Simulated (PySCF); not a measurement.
## Structure from NMR data

Molecular formula: C$_{4}$H$_{4}$F$_{4}$O$_{2}$. Simulated spectra:

$^{1}$H NMR (400 MHz, computed): δ 6.24 (m, 2H), 2.62 (m, 1H), 2.37 (m, 1H).

$^{13}$C{$^{1}$H} NMR (computed): δ 128.8 (C), 108.3 (CH), 40.5 (CH2).

All values are calculated (PySCF 2.14): geometry: GFN2-xTB, PBE0/pcSseg-1 with gauge-including orbitals. Non-relativistic Hamiltonian, averaged over atoms made equivalent by symmetry, fast rotation or ring inversion, gas phase, single conformer.

Scale: $^{1}$H (31.72 ppm), $^{13}$C (186.93 ppm) vs TMS (reference shieldings calculated alike).

Q: Propose a structure and justify it.

A: 
1. Rings plus π bonds: 1 (1 ring in the answer).
2. 3 carbon signals for 4 carbons: some carbons are equivalent by symmetry or fast rotation.
3. Carbon types of the structure: 1 × C, 2 × CH, 1 × CH2, which accounts for all hydrogens.
4. δC 128.8: sp3 carbon bearing two oxygens; 4 electronegative neighbours deshield it.
5. δC 108.3: sp3 CH bonded to F and O; 2 electronegative neighbours deshield it.
6. δC 40.5: sp3 CH2 in a ring; saturated and bonded to C and H only.
7. δH 6.24: hydrogen on an sp3 CH bonded to F and O; its carbon carries F and O, an electronegative neighbour.
8. δH 2.62, 2.37: hydrogen on an sp3 CH2 in a ring.

The compound is SMILES F[C@H]1C[C@@H](F)OC(F)(F)O1.

The data come from this structure; uniqueness wasn't tested.

Splittings by $^{19}$F in the carbon and heteronuclear signals aren't shown, as no couplings were computed. Shifts are as computed. Against solution values, carbons near 30 ppm lie about +3 ppm off and those near 130 ppm about +5 ppm. Of 1309 compounds with measured shifts, 239 miss one by over three times the rms of a fit or turn the order of signals round; such compounds aren't used in these exercises. No couplings were computed; multiplicities are counted from neighbouring protons, with m where these are inequivalent, close in shift, in a saturated or five-membered ring or joined by F or P, and br s for small geminal =CH2 splittings.
